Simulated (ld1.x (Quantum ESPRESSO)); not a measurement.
# Ge (Z = 32): variants of one TM semilocal potential

Base potential:

ld1.x (Quantum ESPRESSO) 7.5 input, shortened:

```
&input
   title='Ge', zed=32., rel=1, dft='PW91', iswitch=3,
   config='[Ar] 3d10 4s2 4p2'
 /
 &inputp
   pseudotype=1, tm=.true., lloc=1,
   nlcc=.false.
 /
2
4S  1  0   2.00   0.00  1.75  1.75  0.0
4P  2  1   2.00   0.00  1.55  1.55  0.0
 &test
   configts(1)='4s2 4p2'
 /
```

Cutoffs, loose and tight: the cutoffs (Ry, on a coarse ladder) from which the occupation-weighted sum of valence levels, in a spherical-Bessel basis at the reference potential, stays within 10 and 1 mRy of its value at 400 Ry. They do not see the model core or the augmentation charge, which bear on the density cutoff. Test errors are all-electron minus pseudo excitation energies from the reference, over the configurations 4s2 4p1; 4s2 4p0; 4s1 4p0; 4s2 4p1.5; 4s1 4p3; 4s0 4p4; 4s1 4p2. A dash means not determined; rows that change the core or the reference have their own tests.

A semilocal file is local in each channel, so a ghost entry of none says nothing of the separable form that plane-wave codes build from it.

| change | outcome | cutoff, loose | cutoff, tight | bound ghosts | largest test error (meV) |
| --- | --- | --- | --- | --- | --- |
| base | generated | 35 Ry | 60 Ry | none | +78 |
| wave 4s (bound): rc 1.75 bohr becomes 4s (bound): rc 1.30 bohr | generated | 50 Ry | 140 Ry | none | +89 |
| wave 4s (bound): rc 1.75 bohr becomes 4s (bound): rc 1.52 bohr | generated | 35 Ry | 70 Ry | none | +79 |
| wave 4s (bound): rc 1.75 bohr becomes 4s (bound): rc 1.62 bohr | generated | 35 Ry | 60 Ry | none | +78 |
| wave 4s (bound): rc 1.75 bohr becomes 4s (bound): rc 1.78 bohr | generated | 35 Ry | 60 Ry | none | +79 |
| wave 4s (bound): rc 1.75 bohr becomes 4s (bound): rc 1.94 bohr | generated | 35 Ry | 55 Ry | none | +79 |
| wave 4s (bound): rc 1.75 bohr becomes 4s (bound): rc 2.18 bohr | generated | 30 Ry | 50 Ry | none | +82 |
| wave 4s (bound): rc 1.75 bohr becomes 4s (bound): rc 2.30 bohr | generated | 30 Ry | 50 Ry | none | +83 |
| wave 4s (bound): rc 1.75 bohr becomes 4s (bound): rc 2.42 bohr | generated | 30 Ry | 45 Ry | none | +85 |
| wave 4s (bound): rc 1.75 bohr becomes 4s (bound): rc 2.66 bohr | generated | 30 Ry | 45 Ry | none | +89 |

**Question.** What comes out with this change to the base: wave 4s (bound): rc 1.75 bohr becomes 4s (bound): rc 1.10 bohr?

**Answer.** outcome: generated; cutoff, loose: 180 Ry; cutoff, tight: 300 Ry; bound ghosts: none; largest test error (meV): +202.

Reading the sweep of the s radius (base included, trends over the rows without a ghost): The loose cutoff falls from 180 Ry at 1.1 to 30 Ry at 2.66 bohr. A larger radius leaves more room for a smooth pseudo-wave, so fewer plane waves are needed; a smaller one forces it to follow the all-electron wave where it bends sharply. The median size of the test errors (rows with all tests solved) is not monotonic: lowest 3.8 meV at 2.3 bohr, highest 22.6 meV at 1.1 bohr.
